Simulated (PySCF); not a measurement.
Computed with B3LYP-D3(BJ)/def2-TZVP // PBE0-D4/def2-TZVP in PySCF 2.14.0. All species are isolated molecules in the gas phase. One relaxed conformer stands for a flexible species; it need not be the lowest. B3LYP has the VWN-RPA correlation part, as in Gaussian. 

Reference species (SMILES): `[CH2][SeH]` (neutral, multiplicity 2).

highest occupied spin orbital: -5.04 eV

Changed species: `[GeH3]` (radical fragment; the reference has radical fragment).

Problem. Give the shifts of the highest occupied spin orbital.

Solution. the highest occupied spin orbital drops by 0.97 eV, to -6.01 eV.
